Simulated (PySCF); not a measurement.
Run record: geometry optimisation, `C#C[Si@@H](C)N`.

Computed with PBE0-D3(BJ)/def2-SVP geometry optimisation, gas phase (PySCF 2.14.0). Start geometry: GFN2-xTB. A driver script takes a list of jobs; this job's settings line and coordinates (Å) are shown.

Command:
```bash
OMP_NUM_THREADS=1 python probes_run.py task.json out
```

Input:
```
{"job": {"xc": "PBE0", "basis": "def2-SVP", "d3": "d3bj", "grid": 1, "shake": 0.01, "kind": "geom"}, "charge": 0, "multiplicity": 1}
C      2.582980     1.031390    -0.429020
C      1.496160     0.640720    -0.049550
Si    -0.157490     0.020150     0.547230
C     -1.494400     0.512480    -0.640600
N     -0.006970    -1.703980     0.496320
H      3.489240     1.415990    -0.776810
H     -0.366300     0.611790     1.889120
H     -1.614200     1.595050    -0.696580
H     -1.335320     0.151330    -1.621840
H     -2.486490     0.104090    -0.306500
H     -0.840530    -2.267890     0.594420
H      0.773000    -2.139390     0.984790
```

Output:
```
step   0  E = -462.20153925  max force = 0.030014
step   1  E = -462.20459992  max force = 0.013052
step   2  E = -462.20497850  max force = 0.001870
step   3  E = -462.20503945  max force = 0.001013
step   4  E = -462.20505878  max force = 0.000702
step   5  E = -462.20506615  max force = 0.000367
optimisation converged
```

Energies in Eh; «max force» is the largest Cartesian gradient component in Eh/bohr.

Q: Give the first gradient maximum in eV/Å.

A: With 1 Eh/bohr = 51.422 eV/Å, 1.543 eV/Å.

Summary of the converged run: final energy -462.20507 Eh after 5 steps; dipole 0.95 D.

Q: Estimate the wall time. Hardware: one thread, Arm Neoverse V1 (aarch64), shared host with 32 logical CPUs at a one-minute load of 37. And the peak memory of the process?

A: About 25 s, with 0.45 GiB resident at the peak, the Python interpreter and its libraries included.
Labels such as C1 count atoms from 1, the log's own numbers from 0.
